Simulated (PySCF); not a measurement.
An unknown shows these calculated signals:

1H NMR (300 MHz, computed): δ 5.33 (t, 2H), 5.09 (t, 2H), 3.92 (sept, 1H), 1.21 (d, 6H), -0.49 (br s, 2H).

13C{1H} NMR (computed): δ 70.9 (CH), 26.3 (CH3).

- geometry from GFN2-xTB
- shieldings: GIAO PBE0/pcSseg-1
- code: PySCF
- in vacuum, one computed conformer, equivalent nuclei averaged, relativity neglected

δ = σ(ref) − σ, references computed at the same level: TMS for 1H (σ = 31.72 ppm) and 13C (σ = 186.93 ppm).

Question: Which of these does the molecule contain: an NH or NH2 group, a (CH3)2CH unit, an ester, a Si–CH3 group, a Si–H bond, a heteroaromatic ring?

Answer: 
- An NH or NH2 group: yes (δH -0.49 (br s)).
- A (CH3)2CH unit: yes (δC 26.3, 70.9; δH 1.21 (d), 3.92 (sept)).
- An ester: no.
- A Si–CH3 group: no.
- A Si–H bond: yes (δH 5.33 (t)).
- A heteroaromatic ring: no.

The data belong to `O(C(C)C)[SiH2][SiH2]N`, C3H13NOSi2; they needn't prove each group on their own.

Carbon signals by region: 1 at 50–100 ppm, 1 below 50 ppm.

The OH or NH signal is concentration- and solvent-dependent in practice; the value given is the gas-phase one. Shifts are as computed. Against solution values, carbons near 30 ppm lie about +3 ppm off and those near 130 ppm about +5 ppm. Of 1211 compounds with measured shifts, 218 miss one by over three times the rms of a fit or turn the order of signals round; such compounds aren't used in these exercises. Multiplicities follow the n + 1 count of equivalent neighbours, as no J values were calculated; m marks all less simple cases, F and P coupling included.
